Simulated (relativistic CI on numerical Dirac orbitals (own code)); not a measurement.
Mo5+: 3d photoemission

Computed with this model: Dirac-Coulomb-Breit CI, separate exchange-only KLI orbitals for each configuration, a model potential for QED, valence Slater integrals scaled by 0.8, multiplet model of photoemission in the sudden approximation; configurations [Kr] 4d → [Ar] 3d9 4s2 4p6 4d; 300 K; Lorentzian 0.42 eV and Gaussian 0.5 eV FWHM. Energies are those of the free ion, without screening or charge transfer. The energies are binding energies and can lie tens of eV above those of solids. S is read from ⟨S²⟩ = S(S + 1).

Field parameters in Wybourne normalisation: D4h B²₀ = −7Ds, B⁴₀ = 21(Dq − Dt), B⁴₄ = 21√(5/14) Dq; Td as Oh with Dq negative (B⁴₀ = 21Dq, B⁴₄ = √(5/14) B⁴₀). The field is a parameter set, without covalency.

free ion: ground-state S = 0.50, centroid 308.06 eV. Peaks (eV, height): 306.6 (100), 309.6 (60), 310.5 (40).

D4h, 10Dq = 17250, Ds = 740, Dt = 650 cm⁻¹: ground-state S = 0.50, centroid 308.09 eV. Peaks (eV, height): 306.6 (100), 309.7 (60).

Td, 10Dq = -12000 cm⁻¹: ground-state S = 0.50, centroid 308.10 eV. Peaks (eV, height): 306.7 (100), 309.9 (63).

Strongest unbroadened transitions for Td, 10Dq = -12000 cm⁻¹:

| Energy (eV) | Relative strength |
| --- | --- |
| 305.79 | 47.3 |
| 306.47 | 51.9 |
| 306.50 | 52.2 |
| 306.52 | 34.4 |
| 306.75 | 100.0 |
| 306.81 | 14.6 |
| 306.87 | 31.9 |
| 307.15 | 17.5 |
| 307.18 | 52.0 |
| 307.43 | 5.8 |
| 308.96 | 8.4 |
| 309.46 | 48.1 |
| 309.80 | 50.9 |
| 309.82 | 50.3 |
| 310.10 | 15.8 |
| 310.13 | 32.8 |
| 310.34 | 50.3 |
| 320.75 | 6.3 |
